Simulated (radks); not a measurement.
Results of a calculation; reference values are marked as such.
Excited configurations of H: one electron is placed in a higher orbital outside the bare nucleus. The ground configuration is 1s1. Code: a radial shooting solver on a logarithmic mesh with Libxc functionals. Model: non-relativistic Kohn-Sham, BLYP, spin-polarised, spherical densities, point nucleus; open shells are filled with parallel spins first. Excitation = E - E(ground); binding = E(ion) - E, where the ion is the core of charge +1; n* = 1/sqrt(2 binding) in atomic units, and the quantum defect is n - n*.

outer orbital  excitation (eV)  binding (eV)  quantum defect  eigenvalue (eV)  <r> (bohr)
2s                       9.896         3.653           0.070           -2.072       5.574
3s                      11.809         1.740           0.204           -1.025       12.05
3p                      11.865         1.684           0.158           -0.925       11.43
4d                      12.562         0.987           0.287           -0.535       19.08
6f                      13.040         0.509           0.830           -0.324       45.11

The Delta-SCF ionisation energy is 13.549 eV (NIST Atomic Spectra Database: 13.598 eV, theoretical). Self-interaction in the functional shifts the binding energies and quantum defects, so they are the method's values and not measured ones.
